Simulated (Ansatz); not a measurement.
All numbers were calculated with Ansatz.

A structure relaxed at PBE0-D4/def2-TZVP, charge 0, multiplicity 1:

Cartesian coordinates in Å:
```
O -2.198 0.181 1.136
Si -0.872 -0.769 0.964
Se -0.296 -1.090 -1.219
Si 1.360 0.474 -1.172
H -2.222 1.004 0.645
H -1.238 -2.072 1.556
H 0.316 -0.180 1.639
H 2.507 0.020 -0.349
H 1.792 0.673 -2.577
H 0.851 1.758 -0.622
```

Task: Give its formula and SMILES.

Result: H6OSeSi2, `O[SiH2][Se][SiH3]`.

Task: Summarise the bond lengths by kind.

Result: 1 × O–Si 1.640 Å; 1 × H–O 0.959 Å; 2 × Se–Si 2.278 to 2.280 Å; 5 × H–Si 1.477 to 1.488 Å.
